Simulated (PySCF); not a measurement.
Species: C₈H₉P₂ (charge -1).
Bonds: C1–C2 (double), C2–C3, C3–P4 (aromatic), P4–C5 (aromatic), C5–C6, C6–C7 (double), C5–C8 (aromatic), C8–C9, C8–P10 (aromatic), C3–P10 (aromatic). Hydrogens: H11, H12 on C1; H13 on C2; H14 on C6; H15, H16 on C7; H17, H18, H19 on C9.

The same species was optimised twice, with GFN2-xTB and with PBE0-D3(BJ)/def2-SVP (PySCF), and the same property calculations (PySCF, gas phase) were run on both structures.

| coordinate | GFN2-xTB | PBE0-D3(BJ)/def2-SVP | change |
| --- | --- | --- | --- |
| C2–C3 (Å) | 1.436 | 1.454 | +0.018 |
| C5–C8 (Å) | 1.397 | 1.413 | +0.016 |
| C5–C6 (Å) | 1.442 | 1.457 | +0.015 |
| C6=C7 (Å) | 1.333 | 1.348 | +0.015 |
| C1=C2 (Å) | 1.334 | 1.349 | +0.015 |
| P4–C5 (Å) | 1.765 | 1.770 | +0.005 |
| C8–P10 (Å) | 1.741 | 1.746 | +0.005 |
| C3–P10 (Å) | 1.758 | 1.763 | +0.005 |
| C3–P4 (Å) | 1.746 | 1.749 | +0.003 |
| C8–C9 (Å) | 1.506 | 1.506 | 0.000 |
| C5–C6–C7 (°) | 125.7 | 128.8 | +3.1 |
| C1–C2–C3 (°) | 126.2 | 128.8 | +2.6 |
| C3–P10–C8 (°) | 94.6 | 95.6 | +1.0 |
| C5–C8–P10 (°) | 117.5 | 116.6 | -0.9 |
| P4–C5–C6 (°) | 121.5 | 122.3 | +0.8 |
| P4–C3–P10 (°) | 117.0 | 116.2 | -0.8 |
| C6–C5–C8 (°) | 122.0 | 121.3 | -0.7 |
| C3–P4–C5 (°) | 94.5 | 95.2 | +0.7 |
| C1–C2–C3–P4 (°) | 0 | 0 | 0 |
| P4–C5–C6–C7 (°) | 5 | 4 | -1 |

Rotational constants: A = 1531, B = 816.5, C = 534.4 MHz (GFN2-xTB) against A = 1531, B = 784.5, C = 520.5 MHz (PBE0-D3(BJ)/def2-SVP).

On the GFN2-xTB structure: HOMO (eV) -1.12 [PBE0/pcSseg-1]; LUMO (eV) 2.74 [PBE0/pcSseg-1]; GIAO shielding of C1 (ppm) 90.3 [PBE0/pcSseg-1]; GIAO shielding of C2 (ppm) 37.1 [PBE0/pcSseg-1]; GIAO shielding of C3 (ppm) -1.0 [PBE0/pcSseg-1]; GIAO shielding of P4 (ppm) 139.2 [PBE0/pcSseg-1]; GIAO shielding of C5 (ppm) 25.4 [PBE0/pcSseg-1]; GIAO shielding of C6 (ppm) 42.4 [PBE0/pcSseg-1]; GIAO shielding of C7 (ppm) 85.5 [PBE0/pcSseg-1]; GIAO shielding of C8 (ppm) 26.0 [PBE0/pcSseg-1].

Question: What do these properties become on the PBE0-D3(BJ)/def2-SVP structure?

Answer: 
```
                                    property          level  on GFN2-xTB  on PBE0-D3(BJ)/def2-SVP  change
                                   HOMO (eV)  PBE0/pcSseg-1        -1.12                    -1.19   -0.07
                                   LUMO (eV)  PBE0/pcSseg-1         2.74                     2.69   -0.05
energy, GFN2-xTB geometry as zero (kcal/mol)  PBE0/pcSseg-1          0.0                     -1.5    -1.5
                  GIAO shielding of C1 (ppm)  PBE0/pcSseg-1         90.3                     87.1    -3.2
                  GIAO shielding of C2 (ppm)  PBE0/pcSseg-1         37.1                     33.8    -3.3
                  GIAO shielding of C3 (ppm)  PBE0/pcSseg-1         -1.0                      0.0    +1.0
                  GIAO shielding of P4 (ppm)  PBE0/pcSseg-1        139.2                    129.0   -10.2
                  GIAO shielding of C5 (ppm)  PBE0/pcSseg-1         25.4                     23.1    -2.3
                  GIAO shielding of C6 (ppm)  PBE0/pcSseg-1         42.4                     38.8    -3.6
                  GIAO shielding of C7 (ppm)  PBE0/pcSseg-1         85.5                     83.9    -1.6
                  GIAO shielding of C8 (ppm)  PBE0/pcSseg-1         26.0                     23.3    -2.7
```

The heavy atoms differ by 0.049 Å rms after alignment. Among bonds between heavy atoms C2–C3 changes most (+0.018 Å). Changes are differences of the printed values. Neither structure is proved a minimum here. One conformer (not necessarily the lowest) at the PBE0-D3(BJ)/def2-SVP geometry, without solvent, vibrations or thermal averaging. The geometry's basis has no diffuse functions, a weakness for an anion.

Conformer computed: `[CH2:1]=[CH:2][c:3]1[p:4][c:5]([CH:6]=[CH2:7])[c:8]([CH3:9])[p-:10]1`: C1–C2–C3–P4 0°, P4–C5–C6–C7 4°.
